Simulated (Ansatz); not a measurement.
CH$_{7}$GaSi$_{2}$ (`[CH2]1[SiH2][SiH2][GaH]1`). The species carries charge 0 and has multiplicity 1. All single points use the PBE0-D4/def2-TZVP geometry.

```xyz
11

C    -1.250    0.200   -0.619
Si    0.488   -0.315   -1.143
Si    1.215   -0.503    1.089
Ga   -0.702    0.979    1.147
H    -1.837    0.804   -1.311
H    -1.825   -0.707   -0.385
H     1.183    0.844   -1.777
H     0.583   -1.476   -2.073
H     2.608   -0.180    1.499
H     0.843   -1.838    1.644
H    -1.308    2.194    1.930
```

What is the dipole moment at ωB97M-V/def2-TZVPP? (Estimate.)

Computed: 0.94 D, with components (-0.84, 0.25, 0.35) D in this frame, pointing from negative to positive charge.

And with PBE, r2SCAN, B3LYP? (An estimate is asked.)

Ansatz gave: PBE 0.95 D, r2SCAN 0.94 D, B3LYP 0.89 D.

Give the Mulliken charges with ωB97M-V, r2SCAN, B3LYP in def2-TZVPP. (An estimate is asked.)

Ansatz gave: 
```json
{"atom": "C1", "ωB97M-V": "-0.50", "r2SCAN": "-0.37", "B3LYP": "-0.38"}
{"atom": "Si2", "ωB97M-V": "0.14", "r2SCAN": "0.23", "B3LYP": "0.22"}
{"atom": "Si3", "ωB97M-V": "-0.06", "r2SCAN": "0.00", "B3LYP": "0.02"}
{"atom": "Ga4", "ωB97M-V": "0.24", "r2SCAN": "0.28", "B3LYP": "0.24"}
{"atom": "H5", "ωB97M-V": "0.13", "r2SCAN": "0.10", "B3LYP": "0.11"}
{"atom": "H6", "ωB97M-V": "0.13", "r2SCAN": "0.09", "B3LYP": "0.10"}
{"atom": "H7", "ωB97M-V": "-0.03", "r2SCAN": "-0.08", "B3LYP": "-0.08"}
{"atom": "H8", "ωB97M-V": "-0.03", "r2SCAN": "-0.08", "B3LYP": "-0.08"}
{"atom": "H9", "ωB97M-V": "-0.02", "r2SCAN": "-0.07", "B3LYP": "-0.06"}
{"atom": "H10", "ωB97M-V": "-0.01", "r2SCAN": "-0.06", "B3LYP": "-0.06"}
{"atom": "H11", "ωB97M-V": "0.01", "r2SCAN": "-0.04", "B3LYP": "-0.04"}
```

B3LYP here is the variant with VWN-RPA as its local correlation; programs differ in this.
